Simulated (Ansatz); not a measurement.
`BC(C)(C)F` + H₂Te → `B[TeH]` + `CC(C)F` at 400 K and 1 bar (ligand exchange at a B–C bond).

Computed with Ansatz on PBE0-D4/def2-TZVP structures; ΔE is electronic, products minus reactants. CCSD(T)/CBS adds triple-zeta CCSD(T) − MP2 to the extrapolated MP2 energy (def2 sets, frozen cores). Elements past krypton have def2 core potentials. For Te outer-core shells are correlated without core-valence functions, which leaves a few kJ/mol of doubt a bond.

```tsv
species	CCSD(T)/CBS energy (Eh)	H − E (kJ/mol)	S (J/(mol·K))
`BC(C)(C)F`	-243.53634	309.3	368.9
H₂Te	-268.91024	45.0	239.1
`B[TeH]`	-294.31292	89.3	285.2
`CC(C)F`	-218.16942	276.8	319.3
```

H − E and S are ideal-gas, rigid-rotor, harmonic terms from PBE0-D4/def2-TZVP. 1 Eh = 2625.50 kJ/mol, R = 8.31446 J/(mol·K).

By hand: ΔE, ΔH, ΔS and ΔG.

ΔE = (-294.31292) + (-218.16942) − (-243.53634) − (-268.91024) = -0.03576 Eh = -93.9 kJ/mol. Δ(H − E) = 89.3 + 276.8 − 309.3 − 45.0 = 11.8, so ΔH = -82.1 kJ/mol. ΔS = 285.2 + 319.3 − 368.9 − 239.1 = -3.5 J/(mol·K). ΔG = -82.1 − 400 × (-3.5)/1000 = -80.7 kJ/mol.

By hand: the equilibrium constant, and the temperature at which ΔG would vanish if ΔH and ΔS stayed fixed.

log₁₀ K = −ΔG/(RT ln 10) = 10.5. ΔG = 0 at ΔH/ΔS = 23457 K, far beyond where these terms or the molecules hold.

The number of gas molecules stays the same, so ΔS is small and ΔH decides. A doubt of 5 kJ/mol in ΔE shifts log₁₀ K by 0.7 here. Modes under 60 cm⁻¹, often nearly free rotors, make the harmonic entropy too high. These are equilibria of isolated gas molecules and say nothing of rates. Largest T1 diagnostic: 0.015 (customary marks: 0.02 for closed shells, 0.045 for open ones).
